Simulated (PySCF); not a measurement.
Compound: Cu(NH2)2 (doublet state).
Cartesian coordinates in Å at the PBE0-D3(BJ)/def2-SVP level; atoms count from 1:
```
atom  x, y, z in Å
Cu1    0.0013   -0.0004    0.0000
N2     0.0054   -0.0246    1.7789
H3     0.6390    0.4948    2.3810
H4    -0.6301   -0.5557    2.3687
N5    -0.0042    0.0240   -1.7789
H6     0.6297    0.5552   -2.3703
H7    -0.6411   -0.4933   -2.3794
```

The calculation used PySCF 2.14.0, PBE0-D3(BJ)/def2-SVP geometry optimisation, gas phase.

Masses are those of the commonest isotopes; rigid-rotor values at the optimised geometry. 

What are A, B and C (MHz)?

Ia = 2.74, Ib = 111.39, Ic = 114.12 u·Å²; 505379 MHz·u·Å²/I gives A = 184724, B = 4537, C = 4428 MHz.

What kind of rotor is it?

A near-prolate asymmetric top. Ray's parameter κ = (2B − A − C)/(A − C) = -0.999; −1 is the prolate and +1 the oblate limit.

What does the inertial defect say?

Planar: Δ = Ic − Ia − Ib = 0.00 u·Å². For a rigid frame Δ = −2 Σ m c², so it vanishes when all atoms lie in the ab plane; here none is more than 0.01 Å from it.

Where do the levels up to J = 3 lie, in cm⁻¹?

Above 0(0,0):
J = 1: 1(0,1) 0.2991, 1(1,1) 6.3094, 1(1,0) 6.3131
J = 2: 2(0,2) 0.8972, 2(1,2) 6.9039, 2(1,1) 6.9148, 2(2,1) 24.9460, 2(2,0) 24.9460
J = 3: 3(0,3) 1.7943, 3(1,3) 7.7957, 3(1,2) 7.8174, 3(2,2) 25.8431, 3(2,1) 25.8432, 3(3,1) 55.9041, 3(3,0) 55.9041

The point group D2h allows no dipole (computed: 0.01 D), so a rigid rotor has no electric-dipole lines.

Estimate the classical rotational partition function at 50 K, 100 K and 500 K.

Point group D2h, symmetry number σ = 4; q = (√π/σ)·√((kT/h)³/(ABC)), k/h = 20836.6 MHz/K: 245 at 50 K, 692 at 100 K, 7730 at 500 K.

For this open shell read J as N, the rotation without spin; fine and hyperfine splittings come on top. PBE0-D3(BJ)/def2-SVP frequencies: not computed here. ⟨S²⟩ = 0.759 (exact for a doublet: 0.75). Zero-point vibration and centrifugal distortion are left out. Quadrupole hyperfine structure (14N) is left out.

Caution for open-shell metal species: one SCF solution and one stationary point were followed, and a lower state or a bent or distorted shape isn't ruled out.
